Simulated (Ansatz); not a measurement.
A nudged elastic band was laid between two geometries of CH12Si4 (17 atoms, charge 0, multiplicity 1).

Theory: RKS B3LYP-D4/STO-3G in Ansatz 0.2.0.

```json
{
 "movable images": "7",
 "climbing image": "yes",
 "spring": "5.0 eV/Å²",
 "optimiser": "quadratic models (default)",
 "start path": "IDPP",
 "force threshold": "0.05 eV/Å",
 "iteration limit": "60",
 "end points": "relaxed"
}
```

Image 0:

```xyz
17
Properties=species:S:1:pos:R:3
C 0.263 1.731 -1.572
Si 1.517 1.207 -0.270
Si 1.435 -1.018 0.098
Si -0.685 -1.783 0.190
Si -2.005 -0.529 1.517
H -0.761 1.490 -1.259
H 0.307 2.812 -1.754
H 0.443 1.227 -2.531
H 2.835 1.619 -0.702
H 1.224 1.925 0.951
H 2.156 -1.715 -0.945
H 2.116 -1.323 1.337
H -0.699 -3.154 0.651
H -1.245 -1.798 -1.144
H -2.027 0.844 1.064
H -3.367 -1.010 1.528
H -1.527 -0.525 2.881
```

Image 8:

```xyz
17
Properties=species:S:1:pos:R:3
C 0.590 2.234 -0.051
Si 1.803 0.911 0.513
Si 1.301 -1.109 -0.358
Si -0.704 -1.907 0.295
Si -2.441 -0.600 -0.300
H -0.433 2.006 0.272
H 0.856 3.216 0.362
H 0.579 2.328 -1.144
H 3.137 1.314 0.125
H 1.779 0.857 1.959
H 1.327 -1.020 -1.802
H 2.334 -2.055 0.006
H -0.713 -2.067 1.733
H -0.899 -3.230 -0.257
H -2.408 -0.291 -1.711
H -3.706 -1.241 -0.020
H -2.419 0.654 0.418
```

(1) Which bonds break or form, and what moves?

(2) What energy profile does the band end with?

(3) What is the geometry of the highest image?

The band took 13 iterations and about 7 core-minutes.

Results:

(1) No bond is made or broken. The dihedral H12–Si3–Si4–H14 goes from -165 to -55°.

(2) The forces met the threshold. The highest image is number 3 of 0 to 8, 2.3 kJ/mol above the ends, which have the same energy within 2 meV. A vibrational analysis at the climbing image gives no mode beyond 40i cm⁻¹: the surface is too flat there to confirm a saddle point. Limits of this set-up: minimal basis.

```json
{"image": "0", "path coordinate (Å)": "0.00", "energy (kJ/mol)": "0.0", "dihedral H12–Si3–Si4–H14 (°)": "-165"}
{"image": "1", "path coordinate (Å)": "0.86", "energy (kJ/mol)": "0.4", "dihedral H12–Si3–Si4–H14 (°)": "-153"}
{"image": "2", "path coordinate (Å)": "1.73", "energy (kJ/mol)": "1.5", "dihedral H12–Si3–Si4–H14 (°)": "-138"}
{"image": "3", "path coordinate (Å)": "2.59", "energy (kJ/mol)": "2.3", "dihedral H12–Si3–Si4–H14 (°)": "-123"}
{"image": "4", "path coordinate (Å)": "3.46", "energy (kJ/mol)": "2.3", "dihedral H12–Si3–Si4–H14 (°)": "-107"}
{"image": "5", "path coordinate (Å)": "4.34", "energy (kJ/mol)": "1.4", "dihedral H12–Si3–Si4–H14 (°)": "-91"}
{"image": "6", "path coordinate (Å)": "5.21", "energy (kJ/mol)": "0.5", "dihedral H12–Si3–Si4–H14 (°)": "-77"}
{"image": "7", "path coordinate (Å)": "6.09", "energy (kJ/mol)": "0.0", "dihedral H12–Si3–Si4–H14 (°)": "-65"}
{"image": "8", "path coordinate (Å)": "6.96", "energy (kJ/mol)": "-0.2", "dihedral H12–Si3–Si4–H14 (°)": "-55"}
```

(3) 
```xyz
17
Properties=species:S:1:pos:R:3
C 0.500 2.053 -1.009
Si 1.579 1.054 0.164
Si 1.364 -1.168 -0.174
Si -0.735 -1.960 0.104
Si -2.206 -0.448 0.901
H -0.566 1.833 -0.863
H 0.639 3.130 -0.849
H 0.741 1.841 -2.058
H 2.955 1.463 -0.016
H 1.210 1.391 1.521
H 1.819 -1.487 -1.510
H 2.256 -1.863 0.729
H -0.703 -3.094 1.002
H -1.231 -2.464 -1.158
H -2.454 0.600 -0.062
H -3.476 -1.062 1.215
H -1.712 0.182 2.104
```

Run time: 6.6 min on 1 thread of Arm Neoverse V1, on a shared host, peak memory 0.25 GiB.
